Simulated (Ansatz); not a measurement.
Consider the redistribution: `C=CBI` + `BOCF` → `FCBI` + `BOC=C`.

Isolated molecules relaxed with PBE0-D4/def2-TZVP in Ansatz; ΔE leaves out vibrations. CBS: MP2 limit from def2 TZ/QZ plus the TZ coupled-cluster correction, frozen cores. DFT in def2-TZVPP. B3LYP here is the variant with VWN-RPA as its local correlation; programs differ in this. def2 core potentials past Kr. For I outer-core shells are correlated without core-valence functions, which leaves a few kJ/mol of doubt a bond. One conformer a species, not always the lowest.

```csv
species,B3LYP-D4 energy (Eh)
`C=CBI`,-401.32757
`BOCF`,-240.56627
`FCBI`,-462.49712
`BOC=C`,-179.38287
```

Task: Work out ΔE.

Result: ΔE = (-462.49712) + (-179.38287) − (-401.32757) − (-240.56627) = 0.01385 Eh = +0.38 eV. CCSD(T)/CBS gives +0.43 eV.

Task: What do rigid-rotor, harmonic-oscillator terms from PBE0-D4/def2-TZVP frequencies (298.15 K, 1 bar) make of the CCSD(T)/CBS value? (Estimate.)

Result: Ansatz gave: ΔZPE = -0.05 eV, ΔH = +0.38 eV, ΔS = -4 J/(mol·K), ΔG = +0.39 eV.

Largest T1 diagnostic among the species: 0.014.

From PBE to PBE0 (25 % exact exchange), in def2-TZVPP and without D4, ΔE moves by +0.04 eV. Leaving LDA and LC-ωPBE aside and taking each functional with its dispersion term where it has one, the values, not all of them listed here, spread over 0.10 eV, from PBE-D4 to PBE-QIDH. LDA lies −0.06 eV from PBE without D4. At CCSD(T), def2-SVP lies +0.04 eV from the extrapolated value and def2-TZVPP +0.03 eV.
